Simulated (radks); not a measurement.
Values are calculated unless marked as measured or tabulated.
Effect of the nuclear size on the terbium ion Tb+, [Xe] 4f9 6s1. Code: a radial shooting solver on a logarithmic mesh with Libxc functionals. Model: Dirac Kohn-Sham, exchange-only LDA, spin-unpolarised, spherical densities, finite nucleus; open shells are shared between the two j in proportion to 2j + 1; Fermi nuclear charge, rms radius 5.06 fm. The rms radius is varied about that value; shifts are against it.

rms radius (fm),total energy shift (eV),density at nucleus (e/bohr^3),1s1/2 shift (meV),2s1/2 shift (meV),5s1/2 shift (meV),5p1/2 shift (meV),6s1/2 shift (meV),4f7/2 shift (meV),6p1/2 (empty) shift (meV)
4.134,-7.51,7.213e+05,-3090,-402,-3.16,0.218,-0.264,0.452,0.072
4.7918,-2.29,6.938e+05,-943,-123,-0.964,0.066,-0.080,0.138,0.022
5.06,0,6.839e+05,0.000,0.000,0.000,0.000,0.000,0.000,0.000
5.5458,4.38,6.676e+05,1800,234,1.84,-0.127,0.154,-0.264,-0.042
5.6773,5.62,6.635e+05,2310,301,2.37,-0.163,0.197,-0.338,-0.054

Slopes of the eigenvalues against <r^2> in GHz/fm^2, as finite differences over the two radii next to the reference (eigenvalue slopes, not the field-shift constants of lines): 1s1/2 85200, 2s1/2 11100, 5s1/2 87.1, 5p1/2 -5.99, 6s1/2 7.27, 4f7/2 -12.5, 6p1/2 (empty) -1.99.
